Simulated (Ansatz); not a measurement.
Born–Oppenheimer molecular dynamics of FH3OSi2 (7 atoms, charge 0, multiplicity 1). It starts from a relaxed structure.

Level of theory: RKS BHLYP/6-31G* in Ansatz 0.2.0.

```
ensemble        : NVT, Nosé–Hoover chain
time step       : 1 fs
steps asked     : 150
set temperature : 700 K
thermostat      : time constant 300 fs, chain length 1
seed            : 40056
```

First frame:

```xyz
7
Properties=species:S:1:pos:R:3
O 0.505 -1.727 -0.743
Si 0.022 -0.644 0.367
F 0.083 -1.466 1.720
Si 0.214 1.615 0.251
H 0.531 -1.456 -1.661
H -0.921 1.950 1.163
H -0.434 1.728 -1.097
```

Task: How far do the bonds stretch over the last three quarters of this one trajectory? (Pairs bonded in most of those frames.)

Result: 
```json
{"bond": "O1–Si2", "mean (Å)": "1.632", "spread (Å)": "0.045", "shortest": "1.55", "longest": "1.70"}
{"bond": "O1–H5", "mean (Å)": "0.965", "spread (Å)": "0.047", "shortest": "0.89", "longest": "1.03"}
{"bond": "Si2–F3", "mean (Å)": "1.586", "spread (Å)": "0.028", "shortest": "1.54", "longest": "1.64"}
{"bond": "Si2–Si4", "mean (Å)": "2.281", "spread (Å)": "0.033", "shortest": "2.24", "longest": "2.34"}
{"bond": "Si4–H6", "mean (Å)": "1.503", "spread (Å)": "0.039", "shortest": "1.44", "longest": "1.58"}
{"bond": "Si4–H7", "mean (Å)": "1.509", "spread (Å)": "0.028", "shortest": "1.46", "longest": "1.56"}
```

Mean temperature of the second half: 356 K. The conserved energy stayed within 3.3 meV per atom of its start (net change 1.2 meV per atom), so the integration is sound. The mean temperature of the second half is 49 % below the set value. A run of 0.15 ps of so small a system gives no equilibrium averages.

The run took 3.3 min on 1 thread of Intel(R) Xeon(R) 6975P-C (Granite Rapids), with other jobs on the host, peak memory 0.14 GiB.
